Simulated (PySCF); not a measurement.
# Correlation energy of Cd (cadmium, neutral)

[Kr] 4d9 5s2 5p1, one real determinant (an excited configuration). All numbers are calculated (PySCF 2.14, the spin-free X2C one-electron Hamiltonian (Gaussian nucleus), in x2c-QZVPPall). Frozen: [Kr]; 12 electrons correlated.

MP2 pair energies summed by pair of shells (mhartree):

```csv
pair,energy,share (%)
4d-4d,-291.20,71.1
4d-5s,-73.38,17.9
5s-5s,-17.37,4.2
4d-5p,-14.70,3.6
5s-5p,-13.10,3.2
```

Total MP2 correlation energy: -409.76 mhartree.

Same-spin part -145.57 and opposite-spin part -264.19 mhartree; SCS-MP2 scales them by 1/3 and 6/5 to -365.55 mhartree.

The basis was made for the ground configuration and has no added diffuse functions, which can raise the energy of the promoted electron.

The reference is one real determinant that mixes LS terms of this configuration.
